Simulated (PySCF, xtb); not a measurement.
C3H6FNSi, SMILES C1[Si@H](F)NCC=1.

GFN2-xTB (xtb 6.7.1) at its own geometry gives an orbital gap of 4.01 eV and a dipole moment of 2.61 D.

Geometry: PBE0-D3(BJ)/def2-SVP. The structure was generated by enumeration; whether it is a known compound was not checked. The values are those of a single conformer.

Task: What does PBE0/def2-TZVP (PySCF) give? (An estimate is asked for; the answer gives what the named calculation found.)

Result: gap 6.80 eV (levels -7.20 and -0.41 eV), dipole 2.62 D.
